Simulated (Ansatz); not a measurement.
CH6BNOSe, SMILES `NCB(O)[SeH]`, relaxed with RKS PBE0-D4/def2-TZVP in Ansatz from a PBE-D4/def2-SVP geometry. The force threshold is 0.005 eV/Å; the program also tests the step.

Charge 0, multiplicity 1.

Start:

```xyz
11

N     1.267    1.251    0.466
C     0.518    0.101    1.037
B    -0.386   -0.532   -0.098
O     0.210   -1.360   -1.010
Se   -2.268    0.066   -0.209
H     0.598    1.930    0.076
H     1.818    0.926   -0.340
H    -0.050    0.453    1.923
H     1.252   -0.642    1.418
H    -0.368   -1.629   -1.745
H    -2.590   -0.564   -1.519
```

(1) By how much does the energy fall, and how many steps does the optimiser take? (Best estimate.)

(2) Which bonds change most? (Best estimate.)

(3) Give the relaxed structure. (Estimate.)

## Answers

(1) Computed: 0.88 kcal/mol, in 12 steps, 1 of them rejected.

(2) Computed: Se5–H11 from 1.489 to 1.471 Å; C2–H8 from 1.110 to 1.093 Å; C2–H9 from 1.111 to 1.095 Å; N1–H6 from 1.030 to 1.014 Å.

(3) Ansatz gave: 
```xyz
11

N     1.296    1.234    0.475
C     0.502    0.113    1.013
B    -0.393   -0.516   -0.120
O     0.201   -1.320   -1.038
Se   -2.281    0.020   -0.197
H     0.682    1.955    0.114
H     1.857    0.915   -0.306
H    -0.074    0.483    1.865
H     1.196   -0.633    1.413
H    -0.365   -1.611   -1.755
H    -2.620   -0.641   -1.466
```
